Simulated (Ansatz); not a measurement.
`C[O][Ga]([F])[SH]` + H₂ → `[F][GaH][SH]` + CH₃OH at 700 K and 1 bar (hydrogenolysis of a Ga–O bond).

Isolated molecules relaxed with PBE0-D4/def2-TZVP in Ansatz; ΔE leaves out vibrations. CCSD(T)/CBS adds triple-zeta CCSD(T) − MP2 to the extrapolated MP2 energy (def2 sets, frozen cores). This one scheme is used for every species. For Ga outer-core shells are correlated without core-valence functions, which leaves a few kJ/mol of doubt a bond. Scalar relativity is left out up to krypton. One conformer a species, not always the lowest.

```tsv
species	CCSD(T)/CBS energy (Eh)	H − E (kJ/mol)	S (J/(mol·K))
`C[O][Ga]([F])[SH]`	-2537.23701	217.0	490.2
H₂	-1.17544	46.8	155.3
`[F][GaH][SH]`	-2422.78377	96.6	372.8
CH₃OH	-115.61712	170.8	288.5
```

H − E and S are ideal-gas, rigid-rotor, harmonic terms from PBE0-D4/def2-TZVP, for one conformer and one mirror image of each species. The MP2-based limit puts H₂ 0.8 mEh under its directly extrapolated value; such offsets cancel only in part. 1 Eh = 2625.50 kJ/mol, R = 8.31446 J/(mol·K).

By hand: ΔE, ΔH, ΔS and ΔG.

ΔE = (-2422.78377) + (-115.61712) − (-2537.23701) − (-1.17544) = 0.01156 Eh = 30.4 kJ/mol. Δ(H − E) = 96.6 + 170.8 − 217.0 − 46.8 = 3.6, so ΔH = 34.0 kJ/mol. ΔS = 372.8 + 288.5 − 490.2 − 155.3 = 15.8 J/(mol·K). ΔG = 34.0 − 700 × (15.8)/1000 = 22.9 kJ/mol.

By hand: the equilibrium constant, and the temperature at which ΔG would vanish if ΔH and ΔS stayed fixed.

log₁₀ K = −ΔG/(RT ln 10) = -1.7. ΔG = 0 at ΔH/ΔS = 2152 K, though so small a ΔS makes that figure unsure.

ΔH outweighs TΔS. A doubt of 5 kJ/mol in ΔE shifts log₁₀ K by 0.4 here. Other conformers and mirror images would add mixing entropy, several J/(mol·K) or more a flexible species. These are equilibria of isolated gas molecules and say nothing of rates. Largest T1 diagnostic: 0.014 (customary marks: 0.02 for closed shells, 0.045 for open ones).
